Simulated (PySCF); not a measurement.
A GIAO shielding run with PySCF 2.14 (density fitting, non-relativistic, gas phase) on `C[SiH2]NC[Si@@H](N)C#N`, C₃H₁₁N₃Si₂:

```
$ OMP_NUM_THREADS=1 python probes_run.py task.json out

{"job": {"kind": "nmr", "xc": "PBE0", "basis": "pcSseg-1"}, "charge": 0, "multiplicity": 1}
C      2.910543    -0.336006    -0.083906
Si     1.396430    -1.441039     0.184439
N      0.197293    -0.515593     0.996389
C     -0.237558     0.809333     0.590465
Si    -1.459752     0.812168    -0.881985
N     -2.505714    -0.536495    -0.671411
C     -2.579662     2.299776    -0.733039
N     -3.247266     3.227294    -0.659013
H      3.772598    -0.930577    -0.369858
H      3.169808     0.205786     0.820782
H      2.745153     0.393480    -0.871833
H      0.984379    -1.972187    -1.135260
H      1.647774    -2.556783     1.098733
H     -0.558494    -1.022830     1.430922
H      0.652608     1.382269     0.329161
H     -0.683603     1.303673     1.459472
H     -0.767454     0.945453    -2.173409
H     -3.349444    -0.610635    -1.217200
H     -2.097443    -1.447837    -0.535670
```

Hardware: 1 thread of an Arm Neoverse N1, shared host. The job also computes population analyses, field gradients.

(1) How large is the calculation?

(2) How long does it take, and how much memory does it need?

## Answers

(1) 78 electrons, 205 basis functions and 1097 auxiliary functions.

(2) 74 s of wall time, with 14 SCF cycles and 5 response iterations; peak memory 0.93 GiB. Times on a shared host scatter by some tens of per cent.
